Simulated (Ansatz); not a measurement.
A set of 12 reactions (redistribution), with CCSD(T)/CBS values in kJ/mol:

```tsv
reaction	ΔE
`CN[SiH](C)F` + `C[Si]S` → `CN[SiH](C)S` + `C[Si]F`	44.2
`[NH2][GeH2][CH2]F` + `O[SiH2]CBr` → `[NH2][GeH2][OH]` + `FC[SiH2]CBr`	51.7
`[SiH3]O[SiH2]BS` + `[SiH3][SiH2]S` → `[SiH3][SiH2]BS` + `[SiH3]O[SiH2]S`	-19.2
`[F][Al]([SiH3])[SH]` + `[OH][Al]([F])[Cl]` → `[OH][Al]([F])[SiH3]` + `[F][Al]([SH])[Cl]`	-4.1
`[Cl][SnH]([Cl])[Cl]` + `CC[SiH](Cl)O[SiH3]` → `[Cl][Sn]([Cl])([Cl])[Cl]` + `CC[SiH2]O[SiH3]`	40.9
`[F][Ge]([Cl])([Cl])[Cl]` + `BCS` → `[F][Ge]([SH])([Cl])[Cl]` + `BCCl`	25.3
`F[Si](S)(Cl)Cl` + `O[SiH](O)S[SiH2]Cl` → `F[Si](Cl)(Cl)S[SiH2]Cl` + `O[SiH](O)S`	4.9
`[SiH3]O[SiH2]BS` + `CC[SiH2][SiH3]` → `CC[SiH2]O[SiH3]` + `[SiH3][SiH2]BS`	-12.5
`[SiH3][S][GeH3]` + `CC(C)B(O)O` → `O[SiH2][S][GeH3]` + `CC(C)BO`	39.3
`CO[Si](O)(Cl)Cl` + `O[SiH](Cl)[GeH3]` → `O[SiH](Cl)[Si](O)(Cl)Cl` + `C[O][GeH3]`	114.4
`COB(S)Cl` + `[SiH]Br` → `SBCl` + `CO[Si]Br`	-43.0
`N[Si@H](O)O[Si@@H](N)O` + `N[SiH2][SnH3]` → `N[SiH](O)[SnH3]` + `N[SiH2]O[SiH](N)O`	18.4
```

Calculated with Ansatz (gas phase, PBE0-D4/def2-TZVP geometries, no zero-point term in ΔE). CBS: MP2 limit from def2 TZ/QZ plus the TZ coupled-cluster correction, frozen cores. This one scheme is used for every species. DFT in def2-TZVPP. B3LYP here is the variant with VWN-RPA as its local correlation; programs differ in this. def2 core potentials past Kr. For Br, Ge, Sn outer-core shells are correlated without core-valence functions, which leaves a few kJ/mol of doubt a bond. Scalar relativity is left out up to krypton. One conformer a species, not always the lowest.

**Question.** Give the mean, mean absolute and largest difference (level minus CCSD(T)/CBS, kJ/mol) for: PBE-D4, PBE0-D4, B3LYP-D4, ωB97X-V, B2PLYP, PBE0, HF/def2-TZVPP, CCSD(T)/def2-TZVPP, HF/def2-QZVPP, MP2/def2-QZVPP, SCS-MP2/def2-QZVPP, HF/CBS(def2), MP2/CBS(def2), CCSD/CBS(def2). (Best estimate.)

**Answer.** Ansatz gave: 
```csv
level,mean,mean absolute,largest
PBE-D4,-1.9,3.5,-14.0
PBE0-D4,0.1,2.2,-6.4
B3LYP-D4,-1.2,2.0,-7.3
ωB97X-V,-0.4,2.3,-6.0
B2PLYP,-0.2,1.0,-3.7
PBE0,0.8,2.0,5.9
HF/def2-TZVPP,2.7,3.2,8.7
CCSD(T)/def2-TZVPP,0.8,1.3,3.6
HF/def2-QZVPP,2.4,3.3,9.4
MP2/def2-QZVPP,-0.6,1.4,-5.5
SCS-MP2/def2-QZVPP,-0.8,1.3,-3.7
HF/CBS(def2),2.4,3.4,9.5
MP2/CBS(def2),-0.9,1.6,-6.6
CCSD/CBS(def2),0.7,1.0,2.4
```

The largest T1 diagnostic in the set is 0.016, for `[SiH3][SiH2]BS` (customary mark 0.02).

CCSD(T)/CBS is a level of theory with its own doubt, and the functionals carry their triple-zeta basis error, so these figures describe this set and don't rank the functionals.
